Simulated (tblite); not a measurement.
Parent: `[O:1]=[CH:2]/[CH:3]=[C:4](\[F:5])[SiH3:6]` with O1–C2–C3–C4 180°, C3H5FOSi.

Structures optimised with GFN2-xTB, isolated species. One conformer each, not checked by frequencies here.

```tsv
coordinate of the parent	value
O1=C2	1.205 Å
C2–C3	1.461 Å
C3=C4	1.337 Å
C4–F5	1.350 Å
C4–Si6	1.904 Å
O1–C2–C3	124.4°
C2–C3–C4	124.6°
C3–C4–F5	118.7°
C3–C4–Si6	128.1°
F5–C4–Si6	113.2°
```

Q: How does the shared frame change in `[CH3:1][C:2]#[C:3][SiH2:4]/[C:5]([F:6])=[CH:7]\[CH:8]=[O:9]` with C3–Si4–C5–F6 0°, C5–C7–C8–O9 0°, C6H7FOSi? Atoms pair as O1 = O9, C2 = C8, C3 = C7, C4 = C5, F5 = F6, Si6 = Si4 (parent first).

A: 
```
   parent   relative  value in the relative  change
    O1=C2      O9=C8                1.217 Å  +0.012
    C2–C3      C8–C7                1.435 Å  -0.026
    C3=C4      C7=C5                1.343 Å  +0.006
    C4–F5      C5–F6                1.335 Å  -0.015
   C4–Si6     C5–Si4                1.918 Å  +0.014
 O1–C2–C3   O9–C8–C7                 123.0°    -1.4
 C2–C3–C4   C8–C7–C5                 115.9°    -8.7
 C3–C4–F5   C7–C5–F6                 118.9°    +0.2
C3–C4–Si6  C7–C5–Si4                 122.1°    -6.0
F5–C4–Si6  F6–C5–Si4                 119.0°    +5.8
```

Of the parent's bonds, C2–C3 changes most (-0.026 Å). Bonds of the relative outside the shared frame: C1–C2 1.446, C2≡C3 1.206, C3–Si4 1.852 Å.

Q: How does the shared frame change in `[CH2:1]=[CH:2][SiH2:3]/[C:4]([F:5])=[CH:6]\[CH:7]=[O:8]` with C1–C2–Si3–C4 -178°, C2–Si3–C4–F5 -110°, C4–C6–C7–O8 0°, C5H7FOSi? Atoms pair as O1 = O8, C2 = C7, C3 = C6, C4 = C4, F5 = F5, Si6 = Si3 (parent first).

A: 
| parent | relative | value in the relative | change |
| --- | --- | --- | --- |
| O1=C2 | O8=C7 | 1.216 Å | +0.011 |
| C2–C3 | C7–C6 | 1.439 Å | -0.022 |
| C3=C4 | C6=C4 | 1.341 Å | +0.004 |
| C4–F5 | C4–F5 | 1.336 Å | -0.014 |
| C4–Si6 | C4–Si3 | 1.912 Å | +0.008 |
| O1–C2–C3 | O8–C7–C6 | 123.0° | -1.4 |
| C2–C3–C4 | C7–C6–C4 | 115.8° | -8.8 |
| C3–C4–F5 | C6–C4–F5 | 119.1° | +0.4 |
| C3–C4–Si6 | C6–C4–Si3 | 123.6° | -4.5 |
| F5–C4–Si6 | F5–C4–Si3 | 117.3° | +4.1 |

Of the parent's bonds, C2–C3 changes most (-0.022 Å). Bonds of the relative outside the shared frame: C1=C2 1.322, C2–Si3 1.883 Å. Point group Cs → C1.

All values are computed, not measured.
